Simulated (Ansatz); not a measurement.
`CC[SiH](F)F` + H₂ → `C[SiH](F)F` + CH₄ at 400 K and 1 bar (hydrogenolysis of a C–C bond).

Computed with Ansatz on PBE0-D4/def2-TZVP structures; ΔE is electronic, products minus reactants. CCSD(T)/CBS is the MP2 limit (def2-TZVPP, def2-QZVPP) plus CCSD(T) − MP2 in def2-TZVPP, frozen cores. This one scheme is used for every species. Each species was taken in one conformer, which may not be the lowest.

```
      species  CCSD(T)/CBS energy (Eh)  H − E (kJ/mol)  S (J/(mol·K))
`CC[SiH](F)F`               -568.53263           242.8          372.2
           H₂                 -1.17544            38.0          139.0
 `C[SiH](F)F`               -529.27654           160.8          332.8
          CH₄                -40.46206           131.3          197.2
```

H − E and S are ideal-gas, rigid-rotor, harmonic terms from PBE0-D4/def2-TZVP, for one conformer and one mirror image of each species. For small species the MP2-based limit differs from directly extrapolated CCSD(T) by up to some mEh (0.8 for H₂); such offsets cancel only in part. 1 Eh = 2625.50 kJ/mol, R = 8.31446 J/(mol·K).

Q: By hand: ΔE, ΔH, ΔS and ΔG.

A: ΔE = (-529.27654) + (-40.46206) − (-568.53263) − (-1.17544) = -0.03053 Eh = -80.2 kJ/mol. Δ(H − E) = 160.8 + 131.3 − 242.8 − 38.0 = 11.3, so ΔH = -68.9 kJ/mol. ΔS = 332.8 + 197.2 − 372.2 − 139.0 = 18.8 J/(mol·K). ΔG = -68.9 − 400 × (18.8)/1000 = -76.4 kJ/mol.

Q: By hand: the equilibrium constant, and the temperature at which ΔG would vanish if ΔH and ΔS stayed fixed.

A: log₁₀ K = −ΔG/(RT ln 10) = 10.0. ΔH and −TΔS have one sign here, so there is no such temperature.

ΔH outweighs TΔS. A doubt of 5 kJ/mol in ΔE shifts log₁₀ K by 0.7 here. Other conformers and mirror images would add mixing entropy, several J/(mol·K) or more a flexible species. These are equilibria of isolated gas molecules and say nothing of rates. Largest T1 diagnostic: 0.011 (customary marks: 0.02 for closed shells, 0.045 for open ones).
